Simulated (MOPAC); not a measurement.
A run for MOPAC: AM1 on C2H3FO (a complex), monomers drawn apart or pushed together.

```
AM1 1SCF PRECISE CHARGE=0 THREADS=1
C2H3FO

C      0.09766566 1     0.39493887 1     0.63919541 1
O     -0.44639982 1    -0.17279041 1    -0.16476664 1
C      0.00513742 1    -0.51129988 1     4.51660690 1
F     -0.68746627 1    -1.24542641 1     3.55778501 1
H      0.71205592 1    -1.17275853 1     5.01866093 1
H      0.53450949 1     0.30009852 1     4.01713385 1
H     -0.71183236 1    -0.11106296 1     5.23429557 1
```

Program output:

```
*******************************************************************************
 **                                                                           **
 **                              MOPAC v23.2.5                                **
 **                                                                           **
 *******************************************************************************
 ** MOPAC's Digital Object Identifier: https://doi.org/10.5281/zenodo.6511958 **
 **                                                                           **
 ** Please cite the open-source release paper for use of this MOPAC version:  **
 ** J. E. Moussa and J. J. P. Stewart (2026)                                  **
 ** MOPAC: An open-source semiempirical molecular orbital program             **
 ** J. Open Source Softw., 11(119), 8025, https://doi.org/10.21105/joss.08025 **
 *******************************************************************************

                              AM1 CALCULATION RESULTS

 *******************************************************************************
 *  AM1        - The AM1 Hamiltonian to be used
 *
 *
 *
 *                 CHARGE ON SYSTEM = 0
 *
 *
 *
 *  PRECISE    - TIGHTER CRITERIA TO BE USED
 *  1SCF       - DO 1 SCF AND THEN STOP
 *  THREADS=1  - MULTI-THREADING NOT USED
 *  T=         - A TIME OF 172800.0 SECONDS REQUESTED
 *  DUMP=N     - RESTART FILE WRITTEN EVERY 7200.0 SECONDS REQUESTED
 *******************************************************************************
AM1 1SCF PRECISE CHARGE=0 THREADS=1
 C2H3FO

   ATOM   CHEMICAL          X               Y               Z
  NUMBER   SYMBOL      (ANGSTROMS)     (ANGSTROMS)     (ANGSTROMS)

     1       C          0.09766566  *   0.39493887  *   0.63919541  *
     2       O         -0.44639982  *  -0.17279041  *  -0.16476664  *
     3       C          0.00513742  *  -0.51129988  *   4.51660690  *
     4       F         -0.68746627  *  -1.24542641  *   3.55778501  *
     5       H          0.71205592  *  -1.17275853  *   5.01866093  *
     6       H          0.53450949  *   0.30009852  *   4.01713385  *
     7       H         -0.71183236  *  -0.11106296  *   5.23429557  *



          CARTESIAN COORDINATES

    NO.       ATOM           X           Y           Z

     1         C          0.0977      0.3949      0.6392
     2         O         -0.4464     -0.1728     -0.1648
     3         C          0.0051     -0.5113      4.5166
     4         F         -0.6875     -1.2454      3.5578
     5         H          0.7121     -1.1728      5.0187
     6         H          0.5345      0.3001      4.0171
     7         H         -0.7118     -0.1111      5.2343

  H: (AM1): M.J.S. DEWAR ET AL, J. AM. CHEM. SOC. 107 3902-3909 (1985)
  C: (AM1): M.J.S. DEWAR ET AL, J. AM. CHEM. SOC. 107 3902-3909 (1985)
  O: (AM1): M.J.S. DEWAR ET AL, J. AM. CHEM. SOC. 107 3902-3909 (1985)
  F: (AM1): M.J.S. DEWAR AND E. G. ZOEBISCH, THEOCHEM, 180, 1 (1988).

           Empirical Formula: C2 H3 O F  =     7 atoms



      MOLECULAR POINT GROUP   :   Cs


      RHF CALCULATION, NO. OF DOUBLY OCCUPIED LEVELS = 12


 -------------------------------------------------------------------------------
 AM1 1SCF PRECISE CHARGE=0 THREADS=1
 C2H3FO



     1SCF WAS SPECIFIED, SO BFGS WAS NOT USED
     SCF FIELD WAS ACHIEVED


                              AM1 CALCULATION
                                                       MOPAC v23.2.5 Linux




          FINAL HEAT OF FORMATION =        -62.18085 KCAL/MOL =    -260.16469 KJ/MOL


          COSMO AREA              =        111.58 SQUARE ANGSTROMS
          COSMO VOLUME            =         89.25 CUBIC ANGSTROMS

          IONIZATION POTENTIAL    =         12.207672 EV
          HOMO LUMO ENERGIES (EV) =        -12.208  1.378
          NO. OF FILLED LEVELS    =         12
          MOLECULAR WEIGHT        =         62.0435         POINT GROUP:  Cs

          MOLECULAR DIMENSIONS (Angstroms)

            Atom       Atom       Distance
            H     7    O     2     5.40594
            H     6    F     4     1.97977
            H     5    H     7     1.76318


          SCF CALCULATIONS        =          1





   ATOM   CHEMICAL          X               Y               Z
  NUMBER   SYMBOL      (ANGSTROMS)     (ANGSTROMS)     (ANGSTROMS)

     1       C          0.09766566  *   0.39493887  *   0.63919541  *
     2       O         -0.44639982  *  -0.17279041  *  -0.16476664  *
     3       C          0.00513742  *  -0.51129988  *   4.51660690  *
     4       F         -0.68746627  *  -1.24542641  *   3.55778501  *
     5       H          0.71205592  *  -1.17275853  *   5.01866093  *
     6       H          0.53450949  *   0.30009852  *   4.01713385  *
     7       H         -0.71183236  *  -0.11106296  *   5.23429557  *

                             CARTESIAN COORDINATES

   1    C        0.097665660     0.394938870     0.639195410
   2    O       -0.446399820    -0.172790410    -0.164766640
   3    C        0.005137420    -0.511299880     4.516606900
   4    F       -0.687466270    -1.245426410     3.557785010
   5    H        0.712055920    -1.172758530     5.018660930
   6    H        0.534509490     0.300098520     4.017133850
   7    H       -0.711832360    -0.111062960     5.234295570


           Empirical Formula: C2 H3 O F  =     7 atoms



      MOLECULAR POINT GROUP   :   Cs


                  EIGENVALUES
 -48.55282 -42.36870 -28.23442 -21.96297 -16.82090 -16.81551 -16.61908 -16.60184
 -16.34512 -12.99014 -12.22230 -12.20767   1.37790   1.39197   3.96892   3.99534
   4.06887   4.64537   5.51007


              NET ATOMIC CHARGES AND DIPOLE CONTRIBUTIONS

  ATOM NO.   TYPE          CHARGE      No. of ELECS.   s-Pop       p-Pop
    1          C           0.161115        3.8389     1.81601     2.02288
    2          O          -0.161137        6.1611     1.87538     4.28575
    3          C          -0.036851        4.0369     1.22026     2.81660
    4          F          -0.189478        7.1895     1.92565     5.26383
    5          H           0.073387        0.9266     0.92661
    6          H           0.079576        0.9204     0.92042
    7          H           0.073388        0.9266     0.92661
 DIPOLE           X         Y         Z       TOTAL
 POINT-CHG.     1.250     1.325     1.734     2.516
 HYBRID        -0.516    -0.545    -0.732     1.049
 SUM            0.734     0.780     1.002     1.467


          ATOMIC ORBITAL ELECTRON POPULATIONS

     Atom    s        px        py        pz
    1  C   1.81601   0.63099   0.64071   0.75118
    2  O   1.87538   1.44220   1.43969   1.40387
    3  C   1.22026   0.95989   0.95375   0.90296
    4  F   1.92565   1.81262   1.79204   1.65917
    5  H   0.92661
    6  H   0.92042
    7  H   0.92661

 **********************
 *                    *
 * JOB ENDED NORMALLY *
 *                    *
 **********************




 == MOPAC DONE ==
```

The run finished.

Cost: very roughly 0.03 core-seconds.
